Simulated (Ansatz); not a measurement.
Reaction (formal hydrolysis of the Si–F bond): `N[Si](F)(F)F` + H₂O → `N[Si](O)(F)F` + H–F

Computed with Ansatz on PBE0-D4/def2-TZVP structures; ΔE is electronic, products minus reactants. CCSD(T)/CBS is the MP2 limit (def2-TZVPP, def2-QZVPP) plus CCSD(T) − MP2 in def2-TZVPP, frozen cores. This one scheme is used for every species. DFT in def2-TZVPP. B3LYP here is the variant with VWN-RPA as its local correlation; programs differ in this. HSE06 is defined as in plane-wave codes. Each species was taken in one conformer, which may not be the lowest.

```csv
level,ΔE (kJ/mol),difference from CCSD(T)/CBS
LDA (SPW92),32.5,-4.7
PBE-D4,35.0,-2.2
revPBE-D4,32.9,-4.3
r2SCAN-D4,38.6,1.4
B97M-V,41.2,4.0
PBE0-D4,34.8,-2.4
r2SCANh-D4,38.1,0.9
r2SCAN0-D4,37.4,0.2
HSE06-D4,34.8,-2.4
BHLYP-D4,38.3,1.1
CAM-B3LYP-D4,38.3,1.1
ωB97X-V,37.6,0.4
ωB97M-V,37.3,0.1
B2PLYP,38.9,1.7
PBE-QIDH,35.6,-1.6
PBE,36.9,-0.3
revPBE,38.3,1.1
BLYP,41.4,4.2
r2SCAN,39.0,1.8
PBE0,36.5,-0.7
B3LYP,40.5,3.3
r2SCANh,38.6,1.4
r2SCAN0,37.9,0.7
HSE06,36.3,-0.9
BHLYP,40.7,3.5
CAM-B3LYP,40.0,2.8
LC-ωPBE,37.3,0.1
RPA@PBE/def2-TZVPP,37.1,-0.1
HF/def2-SVP,37.8,0.6
MP2/def2-SVP,35.5,-1.7
CCSD(T)/def2-SVP,36.4,-0.8
HF/def2-TZVPP,43.1,5.9
MP2/def2-TZVPP,35.2,-2.0
CCSD/def2-TZVPP,37.4,0.2
CCSD(T)/def2-TZVPP,36.3,-0.9
HF/def2-QZVPP,44.9,7.7
MP2/def2-QZVPP,36.3,-0.9
HF/CBS(def2),45.1,7.9
MP2/CBS(def2),36.0,-1.2
CCSD/CBS(def2),38.3,1.1
CCSD(T)/CBS,37.2,0
```

Largest T1 diagnostic among the species: 0.011.

The D4 term adds −3.1 kJ/mol with B3LYP and −1.7 kJ/mol with PBE0; it sums over pairs of atoms, weighted by their polarisabilities, and B3LYP, whose exchange is more repulsive, gets the larger term. In def2-TZVPP, CCSD(T) changes the Hartree–Fock value by −6.8 kJ/mol (the triples alone add −1.1 kJ/mol) and MP2 by −8.0 kJ/mol. Leaving LDA and LC-ωPBE aside and taking each functional with its dispersion term where it has one, the values spread over 8.3 kJ/mol, from revPBE-D4 to B97M-V. LDA lies −4.4 kJ/mol from PBE without D4.
